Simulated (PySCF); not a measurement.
## Orbital picture of BiO

r²SCAN0 at R = 1.953 Å; PySCF, scalar-relativistic core potentials, basis sets Bi cc-pVDZ-PP with ECP60, O cc-pVDZ. State: ²Π (doublet), unpaired electrons π ↑. Only the outer orbitals are listed, counted within each symmetry, core potentials removing the inner ones.

```tsv
spin	orbital	occ.	ε (eV)	on Bi (%)	main shells (%)
α	5σ	1	-25.52	19	80 O s, 8 Bi d
α	6σ	1	-16.45	86	84 Bi s
α	3π	1	-9.07	23	77 O p, 22 Bi p
α	7σ	1	-8.82	33	65 O p, 27 Bi p
α	3π	1	-8.37	28	72 O p, 26 Bi p
α	4π	1	-5.57	79	78 Bi p, 21 O p
α	4π	0	-3.43	75	74 Bi p, 25 O p
α	8σ	0	0.01	85	75 Bi p, 17 O p
α	9σ	0	6.45	101	97 Bi s
β	5σ	1	-24.95	19	80 O s
β	6σ	1	-15.70	85	83 Bi s, 8 O s
β	7σ	1	-8.55	34	64 O p, 27 Bi p
β	3π	1	-8.12	29	70 O p, 28 Bi p
β	3π	1	-7.52	25	74 O p, 24 Bi p
β	4π	0	-3.11	74	72 Bi p, 26 O p
β	4π	0	-2.19	78	77 Bi p, 22 O p
β	8σ	0	0.39	84	74 Bi p, 17 O p
```

Problem. Which are the highest filled and the lowest empty level, where do they sit, and how wide is the gap?

Solution. Highest filled α 4π at -5.57 eV (in %: 78 Bi p, 21 O p); lowest empty α 4π at -3.43 eV (in %: 74 Bi p, 25 O p); the gap at r²SCAN0 is 2.14 eV. Both belong to one degenerate shell, split only by its one-sided filling, so this is no excitation gap.

| Quantity | Value |
| --- | --- |
| bond order (Mayer) | 2.05 |
| ⟨S²⟩ | 0.754 |
| charge on Bi (Mulliken, basis-dependent) | 0.56 |
| charge on Bi (Löwdin, basis-dependent) | 0.58 |
| dipole moment (positive dipole means Bi(−)O(+)) | -4.13 D |

Shares are Mulliken populations and can fall outside 0 to 100 %.

These are scalar-relativistic numbers at best; spin–orbit coupling would shift them, the dissociation energy most. The state was picked by a PBE0 search and need not be the measured ground state.
